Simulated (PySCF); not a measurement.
CBr3 (SMILES Br[C](Br)Br), doublet, at a GFN2-xTB geometry; DF-B3LYP/6-31G* run with PySCF.

Here is a job for PySCF.
```python
from pyscf import gto, scf, dft

mol = gto.Mole()
mol.atom = '''
    Br   -0.90210057    1.60547864    0.00874749
    C    -0.00024609   -0.00644433    0.35123384
    Br   -0.93921857   -1.58329200   -0.04978510
    Br    1.84136133   -0.02108190   -0.01917391
'''
mol.basis = '6-31g*'
mol.spin = 1
mol.verbose = 5
mol.build()

mf = dft.UKS(mol)
mf.xc = 'b3lyp'
mf = mf.density_fit(auxbasis='def2-universal-jkfit')
mf.kernel()
```

What the program printed (banner, timings and long lists left out):

```
PySCF version 2.14.0

[INPUT] verbose = 5
[INPUT] max_memory = 4000
[INPUT] num. atoms = 4
[INPUT] num. electrons = 111
[INPUT] charge = 0
[INPUT] spin (= nelec alpha-beta = 2S) = 1
[INPUT] symmetry False subgroup None
[INPUT] Mole.unit = angstrom
[INPUT] Symbol           X                Y                Z      unit          X                Y                Z       unit  Magmom
[...]
[INPUT] ---------------- BASIS SET ----------------
[INPUT] l, kappa, [nprim/nctr], expnt,             c_1 c_2 ...
[INPUT] Br
[...]
                                17074.44          0.01316744
                                3889.576          0.06504553
                                1097.096          0.2269505
                                352.0624          0.4768357
                                120.7002          0.3583677
[...]
                                589.3838          0.02994853
                                191.8738          0.1256009
                                72.95339          -0.0009832786
                                30.05839          -0.6013141
                                12.52927          -0.4913983
[...]
                                38.58948          0.05542122
                                16.37818          0.26812
                                7.221836          -0.1543606
                                3.263697          -0.7206306
                                1.465499          -0.3316437
[...]
                                0.754705          -0.2152659
                                0.300514          -0.9633941
[...]
                                589.3838          0.02995979
                                191.8738          0.1318228
                                72.95339          0.3432708
                                30.05839          0.4642345
                                12.52927          0.2079387
[...]
                                38.58948          -0.03041432
                                16.37818          0.04602725
                                7.221836          0.3650689
                                3.263697          0.4949232
                                1.465499          0.2090394
[...]
                                0.754705          0.3503065
                                0.300514          0.7182446
[...]
                                17.31284          0.3707384
                                5.607915          0.7097628
[...]
[INPUT] C
[...]
                                457.36951         0.0140373
                                103.94869         0.0688426
                                29.210155         0.2321844
                                9.286663          0.4679413
                                3.163927          0.362312
[...]
                                1.8812885         -0.1608542
                                0.5442493         1.1434564
[...]
                                1.8812885         0.316424
                                0.5442493         0.7443083
[...]
nuclear repulsion = 787.191015033958
number of shells = 42
number of NR pGTOs = 312
number of NR cGTOs = 110
basis = 6-31g*
ecp = {}

******** <class 'pyscf.df.df_jk.DFUKS'> ********
method = DFUKS
initial guess = minao
damping factor = 0
level_shift factor = 0
DIIS = <class 'pyscf.scf.diis.CDIIS'>
diis_start_cycle = 1
diis_space = 8
diis_damp = 0
SCF conv_tol = 1e-09
SCF conv_tol_grad = None
SCF max_cycles = 50
direct_scf = False
number electrons alpha = 56  beta = 55
XC library pyscf.dft.libxc version 7.1.2
    S. Lehtola, C. Steigemann, M. J. T. Oliveira, and M. A. L. Marques,  SoftwareX 7, 1–5 (2018)
XC functionals = b3lyp
    P. J. Stephens, F. J. Devlin, C. F. Chabalowski, and M. J. Frisch,  J. Phys. Chem. 98, 11623 (1994)
radial grids:
    Treutler-Ahlrichs [JCP 102, 346 (1995); DOI:10.1063/1.469408] (M4) radial grids

becke partition: Becke, JCP 88, 2547 (1988); DOI:10.1063/1.454033
pruning grids: <function nwchem_prune>
grids dens level: 3
[...]
  alpha mo_energy =
[-4.82851540e+02 -4.82851538e+02 -4.82851529e+02 -6.25468618e+01
 -6.25468602e+01 -6.25468411e+01 -5.63663596e+01 -5.63663575e+01
 -5.63663563e+01 -5.63628060e+01 -5.63628044e+01 -5.63628025e+01
 -5.63622559e+01 -5.63622542e+01 -5.63622532e+01 -1.03414979e+01
 -8.74399629e+00 -8.74399490e+00 -8.74398688e+00 -6.57443460e+00
 -6.57442935e+00 -6.57442820e+00 -6.56152277e+00 -6.56152114e+00
 -6.56151694e+00 -6.56011048e+00 -6.56010868e+00 -6.56010773e+00
 -2.66843809e+00 -2.66841787e+00 -2.66841480e+00 -2.66494234e+00
 -2.66490303e+00 -2.66489878e+00 -2.66390359e+00 -2.66390143e+00
 -2.66387927e+00 -2.65358373e+00 -2.65358287e+00 -2.65358270e+00
 -2.65355914e+00 -2.65355475e+00 -2.65355280e+00 -9.00148957e-01
 -8.09368850e-01 -8.09367511e-01 -6.08185249e-01 -4.58070058e-01
 -4.58069027e-01 -4.18101223e-01 -3.34132751e-01 -3.34131537e-01
 -3.16972249e-01 -3.16971652e-01 -2.94426576e-01 -2.30383674e-01
 -7.73383896e-02  3.57114376e-03  3.57127768e-03  1.65403842e-01
  2.38035723e-01  2.38038014e-01  2.72900407e-01  2.90167116e-01
  2.90168082e-01  3.06290672e-01  3.31016307e-01  3.31017719e-01
  3.43260327e-01  3.43262165e-01  3.52133594e-01  4.75897618e-01
  5.01856674e-01  5.01857458e-01  5.17863855e-01  5.17864240e-01
  5.55670238e-01  5.80417028e-01  5.87299866e-01  5.87300252e-01
  6.21862514e-01  6.21864257e-01  6.79769010e-01  7.89369444e-01
  8.24874475e-01  8.69456424e-01  8.69457801e-01  9.77279879e-01
  9.77289256e-01  1.06656414e+00  1.71616473e+00  1.71616515e+00
  1.90536039e+00  2.03203346e+00  2.03203394e+00  4.67257647e+00
  4.67657046e+00  4.67658236e+00  4.68133906e+00  4.68387994e+00
  4.68388233e+00  4.70937536e+00  4.70937667e+00  4.73013600e+00
  4.78757881e+00  4.78862622e+00  4.78862958e+00  4.92110754e+00
  4.94949809e+00  4.94950368e+00]
  beta  mo_energy =
[-4.82851277e+02 -4.82851275e+02 -4.82851266e+02 -6.25466754e+01
 -6.25466739e+01 -6.25466547e+01 -5.63661850e+01 -5.63661827e+01
 -5.63661815e+01 -5.63622286e+01 -5.63622270e+01 -5.63622249e+01
 -5.63621407e+01 -5.63621389e+01 -5.63621379e+01 -1.03277512e+01
 -8.74355592e+00 -8.74355453e+00 -8.74354599e+00 -6.57416875e+00
 -6.57416358e+00 -6.57416243e+00 -6.56044826e+00 -6.56044661e+00
 -6.56044189e+00 -6.55990126e+00 -6.55989936e+00 -6.55989837e+00
 -2.66809465e+00 -2.66807768e+00 -2.66807426e+00 -2.66421375e+00
 -2.66417868e+00 -2.66417471e+00 -2.66374217e+00 -2.66373967e+00
 -2.66372007e+00 -2.65296504e+00 -2.65296238e+00 -2.65296216e+00
 -2.65295637e+00 -2.65295207e+00 -2.65294851e+00 -8.88329220e-01
 -8.05322521e-01 -8.05321146e-01 -5.86468023e-01 -4.50178015e-01
 -4.50176970e-01 -3.82301394e-01 -3.29885398e-01 -3.29883737e-01
 -3.11064715e-01 -3.11064401e-01 -2.92885096e-01 -1.10629354e-01
 -6.51647805e-02  1.61664903e-02  1.61666655e-02  1.66981446e-01
  2.39093064e-01  2.39095408e-01  2.76211135e-01  2.92608128e-01
  2.92608992e-01  3.09757402e-01  3.33176526e-01  3.33177565e-01
  3.44815238e-01  3.44817119e-01  3.52575387e-01  5.08400958e-01
  5.08402102e-01  5.21489550e-01  5.23207876e-01  5.23208526e-01
  5.61142506e-01  5.85034450e-01  5.90960261e-01  5.90960715e-01
  6.26106223e-01  6.26108098e-01  6.79924492e-01  8.10134322e-01
  8.40003169e-01  8.75940431e-01  8.75941868e-01  9.84850538e-01
  9.84860505e-01  1.07926505e+00  1.76081068e+00  1.76081137e+00
  1.97066038e+00  2.05019914e+00  2.05020045e+00  4.67416355e+00
  4.67790569e+00  4.67791752e+00  4.68298516e+00  4.68501798e+00
  4.68502037e+00  4.71117520e+00  4.71117654e+00  4.73016709e+00
  4.78933115e+00  4.78933452e+00  4.78942636e+00  4.92206072e+00
  4.95056998e+00  4.95057553e+00]
multiplicity <S^2> = 0.7540157  2S+1 = 2.0040117
nelec by numeric integration = [55.99999408 54.99999413]
E1 = -12365.770506571505  E2 = 3818.926818340202  Ecoul = 4098.327060029683  Exc = -279.40024168948077
Extra cycle  E= -7759.65267319735  delta_E= -2.55e-11  |g|= 1.33e-05  |ddm|= 3.26e-05
converged SCF energy = -7759.65267319735  <S^2> = 0.7540157  2S+1 = 2.0040117
```
